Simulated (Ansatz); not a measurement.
Diatomic MgAl+, multiplicity 3 (an upper state: multiplicity 1 came lower at CCSD(T)/def2-TZVPP on PBE0 minima).

Constants: fifth-degree fit in 1/R to seven points, most abundant isotopes. Runs in def2 and cc sets follow the lowest solution found near the PBE0 minimum.

The values were computed with Ansatz (Gaussian basis) for Hartree–Fock, density functionals and correlated methods. 

```json
[
 {"level": "PBE/def2-TZVPP", "r_e (Å)": "2.716", "ω_e (cm⁻¹)": "259", "B_e (cm⁻¹)": "0.180", "ω_e x_e (cm⁻¹)": "2.3"},
 {"level": "PBE0/def2-TZVPP", "r_e (Å)": "2.704", "ω_e (cm⁻¹)": "263", "B_e (cm⁻¹)": "0.182", "ω_e x_e (cm⁻¹)": "2.4"},
 {"level": "CCSD/def2-TZVPP", "r_e (Å)": "2.742", "ω_e (cm⁻¹)": "243", "B_e (cm⁻¹)": "0.177", "ω_e x_e (cm⁻¹)": "2.7"},
 {"level": "CCSD(T)/def2-TZVPP", "r_e (Å)": "2.735", "ω_e (cm⁻¹)": "248", "B_e (cm⁻¹)": "0.177", "ω_e x_e (cm⁻¹)": "2.6"}
]
```

Correlated levels freeze the inner cores; with def2 sets outer-core shells near the valence are correlated too.

Ansatz is an electronic-structure program.
